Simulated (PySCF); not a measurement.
A run for PySCF: R-M06-2X/6-31G* on C2H7F2N (a complex).

```python
from pyscf import gto, scf, dft, mp
from pyscf.data.elements import chemcore

mol = gto.M(
    atom='''
    C    -0.28235628   -0.60096315   -0.16686685
    N     0.25922160    0.61472378    0.44706474
    H    -1.03063703   -1.03298174    0.49794776
    H     0.51842747   -1.33387373   -0.27681043
    H    -0.74243522   -0.45189035   -1.15176554
    H    -0.46966179    1.30864798    0.56599624
    H     0.96804064    1.03219841   -0.14408010
    F    -1.03865305   -1.18999247    3.26180889
    C     0.07473358   -0.46896914    3.60524058
    F    -0.31965438    0.55317172    4.42223658
    H     0.50551276   -0.05123818    2.69429036
    H     0.74154651   -1.12263932    4.17032831
    ''',
    basis='6-31g*',
    cart=True,
    charge=0, spin=0, verbose=3, max_memory=1800)
mf = dft.RKS(mol, xc='m062x')
mf.conv_tol = 1e-8
mf.max_cycle = 100
mf.kernel()
if not mf.converged:
    mf = mf.newton().run(mf.mo_coeff, mf.mo_occ)
```

Q: Give the final energy of this run.

A: -334.6875 hartree.
